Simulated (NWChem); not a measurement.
Molecule: C$_{3}$H$_{9}$B; SMILES CCCB

```xyz
13

B      0.1171    -2.1337    -0.0373
H     -0.6074    -3.0797     0.1829
H      1.2543    -2.3541    -0.3972
C     -0.4409    -0.6868     0.0566
C      0.5300     0.4901     0.0568
C     -0.1480     1.8491    -0.0309
H     -1.1929    -0.5973     0.8622
H     -1.0706    -0.6595    -0.8666
H      1.1464     0.4476     0.9717
H      1.2411     0.3731    -0.7790
H     -0.7369     1.9434    -0.9581
H      0.5833     2.6721    -0.0171
H     -0.8402     2.0065     0.8125
```
Atoms are numbered in this order, from 1.

Level: PBE0/def2-SVP (NWChem), optimised geometry, unscaled harmonic frequencies. 

| frequency (cm⁻¹) | IR intensity (km/mol) |
|---|---|
| 90 | 0.4 |
| 194 | 1.5 |
| 235 | 0.9 |
| 255 | 0.2 |
| 406 | 0.2 |
| 502 | 1.3 |
| 754 | 5.2 |
| 770 | 6.7 |
| 917 | 2.7 |
| 930 | 3.7 |
| 994 | 21.0 |
| 1073 | 5.6 |
| 1086 | 33.5 |
| 1133 | 5.7 |
| 1201 | 10.6 |
| 1222 | 8.3 |
| 1288 | 21.8 |
| 1315 | 5.1 |
| 1354 | 39.7 |
| 1391 | 3.5 |
| 1411 | 8.8 |
| 1461 | 0.5 |
| 1468 | 8.6 |
| 1476 | 5.1 |
| 2559 | 119.5 |
| 2645 | 148.1 |
| 2952 | 21.4 |
| 3046 | 23.8 |
| 3054 | 22.4 |
| 3068 | 9.5 |
| 3100 | 12.9 |
| 3136 | 35.8 |
| 3145 | 25.3 |

```
Item                                                                               Result
-----------------------------------------------------------------------  ----------------
zero-point energy                                                           70.9 kcal/mol
thermal correction to the enthalpy at 298.15 K (with zero-point energy)     75.4 kcal/mol
heat capacity Cv                                                         20.9 cal/(mol K)
entropy at 298.15 K and 1 atm (symmetry number 1)                        74.6 cal/(mol K)
dipole moment                                                                      0.72 D
```

Rigid rotor and harmonic oscillator; modes under 100 cm⁻¹ make the entropy uncertain.
